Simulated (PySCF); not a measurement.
**`C#C/P=C(\F)N(C)C`, C5H7FNP**

Molfile (atoms numbered from 1):
```
C5H7FNP
     RDKit          3D

 15 14  0  0  0  0  0  0  0  0999 V2000
    3.9974    0.0448    0.9300 C   0  0  0  0  0  0  0  0  0  0  0  0
    2.8148   -0.0807    1.1187 C   0  0  0  0  0  0  0  0  0  0  0  0
    1.1311   -0.2597    1.5717 P   0  0  0  0  0  0  0  0  0  0  0  0
    0.4655   -0.2683   -0.0034 C   0  0  0  0  0  0  0  0  0  0  0  0
    1.2283   -0.1172   -1.1053 F   0  0  0  0  0  0  0  0  0  0  0  0
   -0.8489   -0.4667   -0.2808 N   0  0  0  0  0  0  0  0  0  0  0  0
   -1.7443   -0.5600    0.8414 C   0  0  0  0  0  0  0  0  0  0  0  0
   -1.4222   -0.1067   -1.5549 C   0  0  0  0  0  0  0  0  0  0  0  0
    5.0205    0.1512    0.7165 H   0  0  0  0  0  0  0  0  0  0  0  0
   -2.7206   -0.8897    0.4923 H   0  0  0  0  0  0  0  0  0  0  0  0
   -1.3537   -1.2880    1.5556 H   0  0  0  0  0  0  0  0  0  0  0  0
   -1.8506    0.4011    1.3579 H   0  0  0  0  0  0  0  0  0  0  0  0
   -1.8661    0.8950   -1.5215 H   0  0  0  0  0  0  0  0  0  0  0  0
   -2.1993   -0.8277   -1.8135 H   0  0  0  0  0  0  0  0  0  0  0  0
   -0.6564   -0.1251   -2.3265 H   0  0  0  0  0  0  0  0  0  0  0  0
  1  2  3  0
  2  3  1  0
  3  4  2  0
  4  5  1  0
  4  6  1  0
  6  7  1  0
  6  8  1  0
  1  9  1  0
  7 10  1  0
  7 11  1  0
  7 12  1  0
  8 13  1  0
  8 14  1  0
  8 15  1  0
M  END
```

Computed with GIAO wB97X-D/pcSseg-1 magnetisability, rotational g tensor and spin-rotation constants, non-relativistic, gas phase (PySCF). Geometry: GFN2-xTB.

(1) Give the nuclear spin-rotation constants along the inertial axes (H = +C I·J) beside the isotropic shieldings.

(2) How do the rotational constants and the g tensor change when H9, H10, H11, H12, H13, H14, H15 are replaced by deuterium?

## Answers

(1) Rotational constants 3.6988, 1.1053, 0.8628 GHz. A star marks the isotopologue with that one atom substituted, in its own axes.
| atom | isotope | Caa (kHz) | Cbb (kHz) | Ccc (kHz) | mean (kHz) | σ (ppm) |
| --- | --- | --- | --- | --- | --- | --- |
| P3 | 31P | 5.096 | 1.902 | 1.061 | 2.686 | 376.7 |
| F5 | 19F | 8.833 | 1.651 | 0.632 | 3.705 | 202.8 |
| N6 | 14N | 0.185 | 0.134 | 0.047 | 0.122 | 154.1 |
| H9 | 1H | -0.015 | -0.084 | -0.098 | -0.066 | 29.2 |
| H10 | 1H | 0.120 | -0.120 | -0.094 | -0.032 | 29.2 |
| H11 | 1H | -0.238 | -0.061 | -0.050 | -0.116 | 28.8 |
| H12 | 1H | -0.380 | -0.098 | 0.006 | -0.157 | 29.3 |
| H13 | 1H | -0.348 | -0.119 | 0.016 | -0.151 | 29.2 |
| H14 | 1H | -0.059 | -0.118 | -0.054 | -0.077 | 29.3 |
| H15 | 1H | -0.292 | 0.026 | -0.091 | -0.119 | 27.8 |
| C1 | 13C* | 0.647 | 0.298 | 0.321 | 0.422 | 81.7 |
| C2 | 13C* | 0.293 | 0.315 | 0.304 | 0.304 | 105.0 |
| C4 | 13C* | 1.818 | 0.651 | 0.228 | 0.899 | -33.4 |
| C7 | 13C* | 0.697 | 0.152 | 0.161 | 0.336 | 148.3 |

For the geometry as given, no vibrational averaging.

(2) Constants 3.2386, 0.9726, 0.7645 GHz; g -0.0251, -0.0049, -0.0016, against -0.0285, -0.0053, -0.0016 before.
